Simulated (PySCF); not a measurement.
The free ion Ti2+ in its d2 configuration.

Method (PySCF 2.14, density fitting): CASSCF(2,5) with orbitals averaged over all microstates of the shell, strongly contracted NEVPT2 on the averaged canonical orbitals; basis x2c-TZVPall; spin-free X2C; gas phase; spin-orbit coupling by state interaction with the mean-field operator over all roots.

Task: Which term lies lowest, and with what spin?

Result: 3F (S = 1, orbital degeneracy 7), by NEVPT2.

Task: List the excited states of the same spin.

Result: By NEVPT2: 3P at 11108 cm⁻¹ (900 nm).

Task: Which is the lowest state of another spin?

Result: 1D at 9026 cm⁻¹ by NEVPT2; CASSCF alone puts it at 11017 cm⁻¹ above the same ground state.

Task: What are the magnetic parameters?

Result: The lowest spin-orbit level is 5-fold with J = 2; the next lies at 188.1 cm⁻¹. μeff is 3.35 μB at 300 K and 1.66 μB at 10 K; the free-ion value g_J√(J(J+1)) for the Hund's-rule level J = 2 is 1.63 μB.

The job took 1.6 s on one thread of Arm Neoverse V2 (shared host), with 48 basis functions, launched as `OMP_NUM_THREADS=1 python lf_run.py task.json out`.
